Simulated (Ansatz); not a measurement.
Born–Oppenheimer molecular dynamics of H₉NOSi₂ (13 atoms, charge 0, multiplicity 1). It starts at the highest image of a converged band. Of that band: A vibrational analysis at the climbing image gives one clearly imaginary mode, 431i cm⁻¹, and a faint second one (21i cm⁻¹) that may be numerical noise or a soft torsion: probably a first-order saddle point.

Level of theory: RHF/6-31G* (Ansatz).

```yaml
ensemble: NVE (velocity Verlet)
time_step: 0.5 fs
steps_asked: 200
starting_velocities_drawn_for: 100 K
seed: 3200
```

Frames 2.5 fs apart, positions in Å, forces in eV/Å.

Velocities at 60 fs (Å/ps):

```
Si -2.52 9.53 1.73
N -2.08 14.15 -1.79
H -7.94 13.52 -3.19
H -7.93 -1.34 -0.44
H 14.09 7.40 1.61
H -1.93 0.51 -13.62
H 10.38 -2.61 10.68
O 8.18 -9.85 -3.43
Si 1.59 -9.50 -1.76
H -2.04 -10.62 -7.16
H -16.69 -23.48 2.31
H -7.13 -10.80 22.47
H -55.87 -13.76 67.51
```

```xyz
13
Properties=species:S:1:pos:R:3:forces:R:3 time_fs=60 energy_less_start_eV=-1.000 T=796
Si -0.051 0.544 0.171 -0.43 -0.45 -0.30
N -0.072 0.685 1.910 0.62 -0.34 -0.90
H -0.879 1.032 2.352 -0.63 0.35 0.45
H 0.757 1.038 2.337 0.00 0.07 0.16
H 1.260 0.092 -0.260 0.43 0.05 0.04
H -0.356 1.756 -0.628 -0.04 0.22 0.28
H -1.055 -0.459 -0.263 -0.02 0.23 0.17
O 0.677 -2.382 0.976 -0.17 0.68 0.87
Si 0.588 -3.953 0.605 0.61 -0.36 -1.03
H 1.371 -4.009 -0.627 0.09 -0.38 -0.28
H 1.219 -4.815 1.602 -0.08 -0.24 0.33
H -0.787 -4.346 0.334 -0.42 -0.32 0.11
H 0.178 -2.123 1.737 0.04 0.48 0.11
13
Properties=species:S:1:pos:R:3:forces:R:3 time_fs=62.5 energy_less_start_eV=-0.592 T=519
Si -0.058 0.568 0.174 0.57 -0.64 -0.63
N -0.077 0.719 1.904 -0.96 -0.02 -0.37
H -0.908 1.073 2.353 0.48 -0.10 -0.10
H 0.745 1.040 2.345 0.43 0.27 0.39
H 1.300 0.115 -0.252 -0.33 0.30 0.25
H -0.363 1.764 -0.653 -0.07 0.17 0.33
H -1.031 -0.459 -0.232 -0.19 0.12 0.05
O 0.694 -2.404 0.973 -3.02 1.77 4.95
Si 0.593 -3.977 0.599 0.19 -0.74 -0.78
H 1.367 -4.047 -0.651 -0.07 -0.37 -0.03
H 1.176 -4.878 1.616 -0.02 0.05 0.04
H -0.814 -4.380 0.392 0.02 -0.10 0.00
H 0.085 -2.164 1.842 2.97 -0.73 -4.09
13
Properties=species:S:1:pos:R:3:forces:R:3 time_fs=65 energy_less_start_eV=-0.986 T=787
Si -0.063 0.590 0.177 1.01 -0.51 -0.66
N -0.085 0.754 1.896 -0.17 0.44 0.48
H -0.915 1.110 2.351 0.54 -0.17 -0.17
H 0.751 1.055 2.372 -0.45 -0.07 -0.20
H 1.323 0.154 -0.231 -0.61 0.33 0.26
H -0.373 1.781 -0.658 -0.09 0.09 0.31
H -1.019 -0.453 -0.198 -0.30 0.00 -0.10
O 0.701 -2.420 0.987 -0.18 -0.19 0.61
Si 0.598 -4.003 0.592 -0.15 -0.88 -0.52
H 1.359 -4.106 -0.677 -0.22 -0.26 0.25
H 1.132 -4.939 1.631 0.08 0.37 -0.24
H -0.840 -4.421 0.450 0.46 0.19 -0.14
H 0.147 -2.239 1.734 0.07 0.66 0.13
13
Properties=species:S:1:pos:R:3:forces:R:3 time_fs=67.5 energy_less_start_eV=-0.794 T=655
Si -0.066 0.610 0.178 0.58 -0.32 -0.40
N -0.094 0.790 1.890 0.84 0.07 0.23
H -0.896 1.140 2.342 -0.62 0.23 0.36
H 0.735 1.068 2.389 -0.32 -0.10 -0.32
H 1.313 0.212 -0.195 -0.22 0.11 0.05
H -0.388 1.804 -0.646 -0.11 0.06 0.21
H -1.023 -0.445 -0.170 -0.20 0.04 -0.19
O 0.710 -2.437 1.001 3.30 -1.89 -4.08
Si 0.602 -4.031 0.584 -0.42 -0.62 0.00
H 1.339 -4.181 -0.690 -0.17 -0.11 0.23
H 1.093 -4.979 1.634 0.28 0.42 -0.27
H -0.841 -4.451 0.500 0.44 0.30 -0.31
H 0.180 -2.266 1.674 -3.38 1.81 4.52
13
Properties=species:S:1:pos:R:3:forces:R:3 time_fs=70 energy_less_start_eV=-0.691 T=587
Si -0.068 0.631 0.179 -0.34 -0.16 -0.10
N -0.101 0.827 1.885 -0.58 -0.06 0.18
H -0.906 1.180 2.350 -0.25 0.03 0.03
H 0.706 1.076 2.391 0.72 0.18 0.21
H 1.292 0.277 -0.157 0.50 -0.18 -0.24
H -0.410 1.831 -0.621 -0.12 0.06 0.07
H -1.039 -0.434 -0.153 0.02 0.18 -0.20
O 0.727 -2.460 1.004 -2.79 0.51 3.51
Si 0.606 -4.059 0.576 -0.62 -0.02 0.64
H 1.310 -4.262 -0.690 0.04 0.01 -0.07
H 1.071 -4.995 1.621 0.51 0.15 -0.03
H -0.818 -4.464 0.530 -0.05 0.18 -0.45
H 0.071 -2.209 1.808 2.96 -0.88 -3.55
13
Properties=species:S:1:pos:R:3:forces:R:3 time_fs=72.5 energy_less_start_eV=-0.856 T=700
Si -0.071 0.650 0.179 -0.66 0.03 0.07
N -0.109 0.864 1.881 -0.78 0.31 1.02
H -0.928 1.222 2.359 0.54 -0.29 -0.42
H 0.710 1.093 2.400 0.15 0.03 -0.11
H 1.297 0.331 -0.132 0.60 -0.27 -0.34
H -0.438 1.860 -0.592 -0.08 0.01 -0.05
H -1.054 -0.413 -0.148 0.19 0.20 -0.22
O 0.736 -2.482 1.017 -1.88 0.13 2.16
Si 0.609 -4.088 0.569 -0.45 0.64 0.90
H 1.284 -4.343 -0.695 0.17 0.16 -0.23
H 1.078 -5.003 1.607 0.61 -0.10 0.21
H -0.798 -4.466 0.535 -0.54 0.03 -0.46
H 0.108 -2.193 1.771 2.13 -0.88 -2.53
13
Properties=species:S:1:pos:R:3:forces:R:3 time_fs=75 energy_less_start_eV=-0.611 T=536
Si -0.075 0.670 0.179 -0.07 0.26 0.12
N -0.120 0.901 1.881 0.72 0.01 0.78
H -0.926 1.250 2.348 -0.14 0.05 0.07
H 0.722 1.112 2.404 -0.61 -0.11 -0.45
H 1.334 0.371 -0.127 -0.14 -0.15 -0.22
H -0.471 1.891 -0.566 0.02 -0.07 -0.12
H -1.059 -0.382 -0.157 0.20 0.03 -0.23
O 0.741 -2.505 1.036 5.61 -4.31 -6.86
Si 0.610 -4.116 0.564 -0.37 0.88 0.98
H 1.266 -4.413 -0.711 0.12 0.35 -0.06
H 1.121 -5.014 1.604 0.42 -0.06 0.10
H -0.807 -4.466 0.513 -0.40 -0.01 -0.32
H 0.227 -2.203 1.635 -5.36 3.13 6.22
13
Properties=species:S:1:pos:R:3:forces:R:3 time_fs=77.5 energy_less_start_eV=-0.890 T=724
Si -0.079 0.691 0.179 0.48 0.53 0.06
N -0.128 0.939 1.884 0.35 -0.62 -0.30
H -0.931 1.280 2.341 -0.52 0.28 0.38
H 0.706 1.126 2.385 0.20 0.14 0.20
H 1.364 0.401 -0.134 -0.73 -0.02 -0.07
H -0.503 1.917 -0.547 0.11 -0.13 -0.14
H -1.052 -0.348 -0.178 0.10 -0.20 -0.20
O 0.758 -2.539 1.038 -1.40 0.57 1.34
Si 0.611 -4.142 0.561 -0.58 0.56 1.01
H 1.256 -4.464 -0.730 0.03 0.45 0.17
H 1.188 -5.028 1.606 0.02 0.09 -0.21
H -0.837 -4.467 0.471 0.18 -0.03 -0.12
H 0.152 -2.102 1.722 1.77 -1.63 -2.14
13
Properties=species:S:1:pos:R:3:forces:R:3 time_fs=80 energy_less_start_eV=-0.647 T=557
Si -0.082 0.712 0.180 0.31 0.70 0.06
N -0.136 0.974 1.886 -0.88 -0.45 -0.17
H -0.958 1.324 2.351 0.51 -0.10 -0.15
H 0.700 1.147 2.377 0.46 0.23 0.48
H 1.353 0.430 -0.146 -0.62 -0.02 -0.02
H -0.529 1.935 -0.537 0.15 -0.11 -0.16
H -1.039 -0.326 -0.212 0.07 -0.28 -0.10
O 0.774 -2.572 1.042 -2.37 1.74 2.38
Si 0.610 -4.167 0.561 -0.59 0.40 0.86
H 1.248 -4.488 -0.740 0.01 0.47 0.23
H 1.256 -5.038 1.596 -0.32 0.13 -0.35
H -0.858 -4.470 0.423 0.55 -0.08 0.12
H 0.138 -2.069 1.735 2.73 -2.62 -3.16
13
Properties=species:S:1:pos:R:3:forces:R:3 time_fs=82.5 energy_less_start_eV=-0.800 T=659
Si -0.085 0.735 0.181 -0.53 0.67 0.16
N -0.146 1.008 1.888 0.38 -0.27 0.32
H -0.961 1.364 2.355 0.42 -0.08 -0.14
H 0.713 1.181 2.391 -0.67 -0.03 -0.20
H 1.309 0.456 -0.160 0.13 -0.13 -0.10
H -0.547 1.948 -0.536 0.13 -0.02 -0.18
H -1.021 -0.319 -0.252 0.14 -0.16 0.07
O 0.782 -2.602 1.052 3.80 -3.55 -4.22
Si 0.608 -4.190 0.562 -0.21 0.72 0.55
H 1.241 -4.485 -0.738 0.09 0.39 0.06
H 1.305 -5.041 1.567 -0.43 -0.04 -0.18
H -0.849 -4.477 0.382 0.39 -0.15 0.29
H 0.255 -2.165 1.593 -3.63 2.64 3.56
13
Properties=species:S:1:pos:R:3:forces:R:3 time_fs=85 energy_less_start_eV=-0.988 T=788
Si -0.088 0.760 0.182 -1.12 0.51 0.11
N -0.155 1.040 1.891 0.99 -0.67 -0.29
H -0.945 1.401 2.354 -0.55 0.28 0.27
H 0.693 1.214 2.398 -0.32 -0.05 -0.14
H 1.272 0.475 -0.180 0.74 -0.18 -0.12
H -0.557 1.960 -0.545 0.08 0.05 -0.15
H -0.995 -0.322 -0.288 0.18 0.03 0.26
O 0.801 -2.641 1.051 0.31 -0.17 -0.44
Si 0.606 -4.212 0.564 0.24 0.85 0.13
H 1.239 -4.458 -0.732 0.18 0.22 -0.19
H 1.330 -5.047 1.527 -0.32 -0.40 0.18
H -0.818 -4.494 0.357 -0.20 -0.30 0.33
H 0.212 -2.150 1.601 -0.21 -0.18 0.05
13
Properties=species:S:1:pos:R:3:forces:R:3 time_fs=87.5 energy_less_start_eV=-0.575 T=507
Si -0.094 0.785 0.183 -0.62 0.30 -0.19
N -0.161 1.069 1.892 -0.61 -0.57 -0.47
H -0.952 1.450 2.364 -0.10 -0.01 -0.17
H 0.660 1.245 2.400 0.82 0.11 0.39
H 1.274 0.485 -0.205 0.41 -0.02 0.08
H -0.562 1.974 -0.564 0.04 0.05 -0.07
H -0.959 -0.323 -0.308 0.07 0.10 0.37
O 0.824 -2.683 1.046 -3.18 3.35 2.87
Si 0.604 -4.233 0.567 0.58 0.52 -0.38
H 1.247 -4.418 -0.737 0.13 0.06 -0.20
H 1.336 -5.076 1.498 -0.22 -0.59 0.37
H -0.799 -4.528 0.352 -0.57 -0.35 0.31
H 0.124 -2.119 1.647 3.26 -2.97 -2.91
```

Of the whole run (100 fs, mean temperature of the second half 650 K): The conserved energy stayed within 0.88 meV per atom of its start (net change 0.63 meV per atom), so the integration is sound. The kinetic energy rose, since the run started high on the potential surface and went downhill. It ends in pieces (H4OSi + H5NSi), so much of that is their flight and rotation, not heat. A run of 0.1 ps of so small a system gives no equilibrium averages. The orbitals stay closed-shell, which can raise the energy where a bond breaks towards radicals; this wasn't checked here.

Time of the run: 6 min on 1 thread of Arm Neoverse V1, on a shared host, peak memory 0.16 GiB.
